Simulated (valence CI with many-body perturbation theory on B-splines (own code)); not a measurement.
**E1 line list for Cu13+**

Calculated by relativistic CI+MBPT: six valence electrons over a frozen Dirac-Fock core [Ne], a basis of 9 s, 9 p, 8 d, 6 f, 3 g, 1 h functions for each j, with the one-electron correlation potential Σ1, the two-electron term Σ2, the three-electron term Σ3, Breit, model QED; selected CI, second order for the rest, scaled by the run's own slope (own B-spline code, finite nucleus).

No measured spectrum was set against this ion. As an estimate, levels of excited configurations hold to 0.05 to 0.15 % of their energy, terms of the ground configuration to about 0.5 %. Among the levels kept, up to 1500 cm⁻¹ of a level comes from second order outside the variational space, and about a tenth of that is noise between levels of different J, which matters for small intervals.

Lines 51 to 93 of 93 in falling wavelength, among levels below 675010 cm⁻¹, chosen from the strongest by gf and those to the six lowest levels. Wavelengths and rates use the calculated energies, so an error of 200 cm⁻¹ moves a line at 18.27 nm by 0.037 % and its rate by three times that or more. Electric multipoles are in the length gauge, E1 and E2 with the static RPA response of the core. Weak lines are less certain than strong ones. Lines between different terms over intervals too small for the method are left out, as are lines whose strength nearly cancels. Where a level lies close to another of its J and parity, the split of strength between their lines is uncertain. The highest levels of a list are the least certain.

Names give the largest LS component (configuration and term), which can be under half, so a name can repeat, a term be missing and a line seem to break the LS rules; names also repeat where a configuration has a term twice. Letters in brackets count levels of one name in rising energy.

```tsv
λ vac (nm)	Upper	Lower	A (s⁻¹)	S (a.u.) with core polarisation	S without
18.27	3s2 3p3 3d 3D°_2 [b]	3s2 3p4 1D_2	1.02e+08	1.54e-03	1.58e-03
18.15	3s2 3p3 3d 3G°_3	3s2 3p4 3P_2	2.23e+08	4.60e-03	4.72e-03
18.14	3s2 3p3 3d 3F°_2 [b]	3s2 3p4 1D_2	3.63e+08	5.34e-03	5.47e-03
18.11	3s2 3p3 3d 1D°_2	3s2 3p4 3P_1	1.52e+08	2.23e-03	2.30e-03
17.87	3s2 3p3 3d 3P°_1 [c]	3s2 3p4 1S_0	6.80e+09	5.75e-02	5.93e-02
17.84	3s2 3p3 3d 3P°_2 [a]	3s2 3p4 1D_2	8.35e+08	1.17e-02	1.20e-02
17.76	3s2 3p3 3d 3D°_3 [b]	3s2 3p4 1D_2	1.83e+08	3.53e-03	3.62e-03
17.74	3s2 3p3 3d 3D°_1 [b]	3s2 3p4 3P_1	1.22e+08	1.01e-03	1.03e-03
17.72	3s2 3p3 3d 3D°_1 [b]	3s2 3p4 3P_0	1.93e+09	1.59e-02	1.64e-02
17.59	3s2 3p3 3d 3P°_0 [a]	3s2 3p4 3P_1	1.61e+07	4.31e-05	4.52e-05
17.50	3s2 3p3 3d 3P°_1 [a]	3s2 3p4 3P_1	9.22e+07	7.31e-04	7.46e-04
17.48	3s2 3p3 3d 3P°_1 [a]	3s2 3p4 3P_0	3.37e+07	2.66e-04	2.78e-04
17.36	3s2 3p3 3d 1D°_2	3s2 3p4 3P_2	5.58e+08	7.20e-03	7.42e-03
17.36	3s2 3p3 3d 3D°_2 [b]	3s2 3p4 3P_1	1.63e+08	2.10e-03	2.16e-03
17.24	3s2 3p3 3d 3F°_2 [b]	3s2 3p4 3P_1	2.91e+09	3.67e-02	3.77e-02
17.02	3s2 3p3 3d 3D°_1 [b]	3s2 3p4 3P_2	3.70e+08	2.70e-03	2.78e-03
16.97	3s2 3p3 3d 3P°_2 [a]	3s2 3p4 3P_1	2.28e+09	2.75e-02	2.83e-02
16.80	3s2 3p3 3d 3P°_1 [a]	3s2 3p4 3P_2	5.50e+09	3.86e-02	3.97e-02
16.76	3s2 3p3 3d 3P°_1 [b]	3s2 3p4 1D_2	1.15e+10	8.03e-02	8.29e-02
16.76	3s2 3p3 3d 3P°_2 [b]	3s2 3p4 1D_2	3.38e+09	3.93e-02	4.04e-02
16.73	3s2 3p3 3d 1F°_3	3s2 3p4 1D_2	2.19e+07	3.55e-04	3.66e-04
16.67	3s2 3p3 3d 3F°_3 [b]	3s2 3p4 3P_2	6.70e+08	1.07e-02	1.10e-02
16.67	3s2 3p3 3d 3D°_2 [b]	3s2 3p4 3P_2	9.61e+07	1.10e-03	1.13e-03
16.63	3s2 3p3 3d 3S°_1	3s2 3p4 1D_2	6.08e+10	4.14e-01	4.27e-01
16.55	3s2 3p3 3d 3F°_2 [b]	3s2 3p4 3P_2	1.25e+09	1.40e-02	1.45e-02
16.31	3s2 3p3 3d 3P°_2 [a]	3s2 3p4 3P_2	1.15e+10	1.23e-01	1.26e-01
16.26	3s2 3p3 3d 3P°_1 [c]	3s2 3p4 1D_2	5.41e+10	3.45e-01	3.55e-01
16.24	3s2 3p3 3d 3D°_3 [b]	3s2 3p4 3P_2	9.23e+08	1.37e-02	1.40e-02
16.07	3s2 3p3 3d 3D°_3 [c]	3s2 3p4 1D_2	9.68e+07	1.39e-03	1.43e-03
15.99	3s2 3p3 3d 3P°_1 [b]	3s2 3p4 3P_1	1.28e+09	7.78e-03	8.03e-03
15.98	3s2 3p3 3d 3P°_2 [b]	3s2 3p4 3P_1	1.83e+10	1.84e-01	1.90e-01
15.98	3s2 3p3 3d 3P°_1 [b]	3s2 3p4 3P_0	6.44e+09	3.89e-02	4.01e-02
15.87	3s2 3p3 3d 3S°_1	3s2 3p4 3P_1	3.02e+10	1.79e-01	1.84e-01
15.85	3s2 3p3 3d 3S°_1	3s2 3p4 3P_0	1.74e+10	1.03e-01	1.06e-01
15.53	3s2 3p3 3d 3P°_1 [c]	3s2 3p4 3P_1	4.11e+10	2.28e-01	2.35e-01
15.52	3s2 3p3 3d 3P°_0 [b]	3s2 3p4 3P_1	1.57e+11	2.90e-01	2.99e-01
15.52	3s2 3p3 3d 3P°_1 [c]	3s2 3p4 3P_0	3.65e+10	2.02e-01	2.08e-01
15.40	3s2 3p3 3d 3P°_1 [b]	3s2 3p4 3P_2	1.17e+11	6.30e-01	6.49e-01
15.40	3s2 3p3 3d 3P°_2 [b]	3s2 3p4 3P_2	1.13e+11	1.02e+00	1.05e+00
15.37	3s2 3p3 3d 1F°_3	3s2 3p4 3P_2	4.94e+09	6.19e-02	6.37e-02
15.29	3s2 3p3 3d 3S°_1	3s2 3p4 3P_2	8.28e+09	4.38e-02	4.50e-02
14.98	3s2 3p3 3d 3P°_1 [c]	3s2 3p4 3P_2	3.06e+09	1.52e-02	1.57e-02
14.82	3s2 3p3 3d 3D°_3 [c]	3s2 3p4 3P_2	1.59e+11	1.78e+00	1.83e+00
```
